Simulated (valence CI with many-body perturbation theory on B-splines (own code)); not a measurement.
**Forbidden lines of Co⁶⁺**

Computed by relativistic CI+MBPT: three valence electrons over a frozen Dirac-Fock core [Ar], radial functions for each j: 9 s, 9 p, 10 d, 8 f, 5 g, 3 h, 1 i, with the one-electron correlation potential Σ1, the two-electron term Σ2, the three-electron term Σ3, Breit, model QED; selected CI, second order for the rest, scaled by the run's own slope (own B-spline code, finite nucleus).

Against 6 measured levels this calculation errs by 282 cm⁻¹ on average and by 613 at most. These come from a selection out of Sugar and Corliss, J. Phys. Chem. Ref. Data 10, 1097 (1981). Levels without a partner in it may be off by more, other configurations by 1,000 to 8,000 cm⁻¹. The list stops below the first excitations out of the core. Only levels of the ground parity were solved; by the run's estimate the other parity begins above the list, which can be wrong where configurations are misplaced.

Lines 51 to 100 of 112 in falling wavelength, among levels below 45.023 eV, chosen from the decays that carry over 1 % of a level's rate. Wavelengths and rates use the calculated energies, so an error of 300 cm⁻¹ moves a line at 297.7 Å by 0.089 % and its rate by three times that or more. Electric multipoles are in the length gauge, E1 and E2 with the static RPA response of the core. S is in atomic units (e²a₀⁴ for E2 and M2, e²a₀⁶ for E3), for M1 in squared Bohr magnetons. Weak lines are less certain than strong ones. Lines between different terms over intervals too small for the method are left out, as are lines whose strength nearly cancels and 1 of this kind that miss the measured wavelength by over 7 %. The highest levels of a list are the least certain.

Names give the largest LS component (configuration and term), which can be under half, so a name can repeat, a term be missing and a line seem to break the LS rules; names also repeat where a configuration has a term twice. Letters in brackets count levels of one name in rising energy.

```
λ vac (Å)           Upper           Lower  Type   A (s⁻¹)  S (a.u.)
     3396  3d³ ²D_3/2 [b]      3d³ ²F_5/2    E2  5.71e-01  9.21e-01
     3394     3d³ ²H_11/2      3d³ ⁴F_9/2    M1  2.67e-03  4.64e-05
     3389  3d³ ²D_5/2 [b]      3d³ ²F_7/2    M1  6.78e-01  5.87e-03
     3389  3d³ ²D_5/2 [b]      3d³ ²F_7/2    E2  5.78e-01  1.38e+00
     3379      3d³ ²F_5/2      3d³ ²G_7/2    M1  2.93e-01  2.51e-03
     3379      3d³ ²F_5/2      3d³ ²G_7/2    E2  1.59e-01  3.74e-01
     3340      3d³ ²P_3/2      3d³ ⁴F_3/2    M1  6.97e-01  3.85e-03
     3338      3d³ ²H_9/2      3d³ ⁴F_7/2    M1  1.30e-02  1.79e-04
     3200  3d³ ²D_5/2 [a]      3d³ ⁴F_7/2    M1  2.05e+00  1.50e-02
     3108  3d³ ²D_5/2 [a]      3d³ ⁴F_5/2    M1  2.69e-01  1.80e-03
     3081  3d³ ²D_3/2 [a]      3d³ ⁴F_5/2    M1  1.41e+00  6.13e-03
     3042  3d³ ²D_5/2 [a]      3d³ ⁴F_3/2    M1  8.38e-02  5.25e-04
     3016  3d³ ²D_3/2 [a]      3d³ ⁴F_3/2    M1  7.47e-01  3.04e-03
     2066  3d³ ²D_5/2 [b]  3d³ ²D_3/2 [a]    E2  1.67e+00  3.37e-01
     2066  3d³ ²D_5/2 [b]  3d³ ²D_3/2 [a]    M1  5.95e-01  1.17e-03
     2054  3d³ ²D_5/2 [b]  3d³ ²D_5/2 [a]    E2  8.08e-01  1.58e-01
     2035  3d³ ²D_3/2 [b]  3d³ ²D_5/2 [a]    M1  1.72e+00  2.15e-03
     2035  3d³ ²D_3/2 [b]  3d³ ²D_5/2 [a]    E2  3.91e-01  4.87e-02
     2027      3d³ ²F_7/2      3d³ ⁴F_9/2    M1  5.06e-01  1.25e-03
     2001  3d³ ²D_5/2 [b]      3d³ ²H_9/2    E2  2.87e-01  4.92e-02
     1983      3d³ ²F_7/2      3d³ ⁴F_7/2    M1  3.06e-02  7.08e-05
     1963      3d³ ²F_5/2      3d³ ⁴F_7/2    M1  7.20e-02  1.21e-04
     1953  3d³ ²D_5/2 [b]      3d³ ²P_1/2    E2  6.55e-01  9.96e-02
     1947      3d³ ²F_7/2      3d³ ⁴F_5/2    M1  1.98e-01  4.34e-04
     1937  3d³ ²D_5/2 [b]      3d³ ²P_3/2    M1  7.36e-01  1.19e-03
     1937  3d³ ²D_5/2 [b]      3d³ ²P_3/2    E2  6.92e-01  1.01e-01
     1936  3d³ ²D_3/2 [b]      3d³ ²P_1/2    E2  1.61e+00  1.56e-01
     1928      3d³ ²F_5/2      3d³ ⁴F_5/2    M1  6.01e-02  9.58e-05
     1920  3d³ ²D_3/2 [b]      3d³ ²P_3/2    E2  2.52e+00  2.35e-01
     1902      3d³ ²F_5/2      3d³ ⁴F_3/2    M1  4.42e-01  6.77e-04
     1733  3d³ ²D_5/2 [b]      3d³ ²G_9/2    E2  1.14e+01  9.60e-01
     1707  3d³ ²D_5/2 [b]      3d³ ²G_7/2    E2  1.07e+00  8.28e-02
     1702  3d³ ²D_5/2 [b]      3d³ ⁴P_5/2    M1  2.66e+00  2.92e-03
     1694  3d³ ²D_3/2 [b]      3d³ ²G_7/2    E2  1.38e+01  6.88e-01
     1675  3d³ ²D_5/2 [b]      3d³ ⁴P_3/2    M1  4.35e-01  4.55e-04
     1662  3d³ ²D_3/2 [b]      3d³ ⁴P_3/2    M1  9.82e-01  6.69e-04
     1656  3d³ ²D_3/2 [b]      3d³ ⁴P_1/2    M1  2.60e-01  1.75e-04
     1251  3d³ ²D_5/2 [b]      3d³ ⁴F_7/2    M1  4.83e-01  2.10e-04
     1230  3d³ ²D_3/2 [b]      3d³ ⁴F_5/2    M1  4.98e-01  1.37e-04
     1219  3d³ ²D_3/2 [b]      3d³ ⁴F_3/2    M1  2.43e-01  6.53e-05
    297.7    3d²4s ⁴F_5/2      3d³ ⁴P_5/2    E2  4.57e+03  5.73e-02
    297.5    3d²4s ⁴F_3/2      3d³ ⁴P_3/2    E2  1.09e+04  9.08e-02
    297.3    3d²4s ⁴F_3/2      3d³ ⁴P_1/2    E2  2.69e+04  2.23e-01
    296.9    3d²4s ⁴F_5/2      3d³ ⁴P_3/2    E2  2.22e+04  2.74e-01
    296.8    3d²4s ⁴F_7/2      3d³ ⁴P_5/2    E2  1.54e+04  2.54e-01
    296.7    3d²4s ⁴F_5/2      3d³ ⁴P_1/2    E2  1.18e+04  1.46e-01
    296.0    3d²4s ⁴F_7/2      3d³ ⁴P_3/2    E2  2.31e+04  3.75e-01
    295.6    3d²4s ⁴F_9/2      3d³ ⁴P_5/2    E2  3.90e+04  7.87e-01
    280.9    3d²4s ⁴F_5/2      3d³ ⁴F_9/2    E2  6.36e+03  5.96e-02
    280.6    3d²4s ⁴F_3/2      3d³ ⁴F_7/2    E2  1.19e+04  7.37e-02
```
